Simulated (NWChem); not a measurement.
# What each level costs for F₂Si

```
Si
F 1 1.6269
F 1 1.6269 2 100.02
```
Charge 0, spin multiplicity 1.

Program: NWChem. The geometry was optimised at PBE0/def2-SVP, a minimum by its harmonic frequencies.

Basis set: cc-pVTZ (94 functions). Each entry is one whole single-point run; the coupled-cluster runs use the TCE module, and the SCF and DFT modules converge to different thresholds.

The correlated methods keep 7 core orbitals frozen. B3LYP has NWChem's definition, with VWN1-RPA local correlation. The structure started from a generated list of species.

Question: Roughly how much processor time does each of these take, relative to RHF: MP2, RI-MP2, B2PLYP, PBE, B3LYP, r2SCAN, CR-CCSD(T)?

Answer: B3LYP about the same, within a factor of 3; RI-MP2 about the same, within a factor of 3; PBE about the same, within a factor of 3; r2SCAN about the same, within a factor of 3; B2PLYP about the same, within a factor of 3; MP2 about the same, within a factor of 3; CR-CCSD(T) about 20 (rough ratios from shared machines).
